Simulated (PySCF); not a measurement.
CH6Cl2Si2, SMILES C[Si]([SiH3])(Cl)Cl. Heavy atoms are numbered as in [CH3:1][Si:2]([SiH3:3])([Cl:4])[Cl:5]. Hydrogens are named by the atom that carries them.

Coordinates come from a TPSSh-D3(BJ)/def2-SVP optimisation.

These are PBE/pcSseg-1 run with PySCF values and carry that method's errors.

GIAO shieldings, no solvent; atoms alike by connectivity are averaged. δ = σ(ref) − σ: ¹³C against TMS (σ = 182.0 ppm); ²⁹Si against TMS (σ = 335.4 ppm); ³⁵Cl against HCl (σ = 936.5 ppm); ¹H against TMS (σ = 31.49 ppm), references at their B3LYP-D3(BJ)/def2-TZVP geometries, non-relativistic (without spin–orbit terms, shifts of atoms bonded to Cl or Br come out too high).

Estimate the chemical shifts. (Estimate from the structure and the level; the computed values follow.)


```tsv
nucleus	atoms	count	δ (ppm)
¹³C	C1 (CH3)	1	14.5
²⁹Si	Si2	1	60.6
²⁹Si	Si3 (SiH3)	1	-103.3
³⁵Cl	Cl4	2	120.1
¹H	H on Si3	3	3.87
¹H	H on C1	3	1.17
```
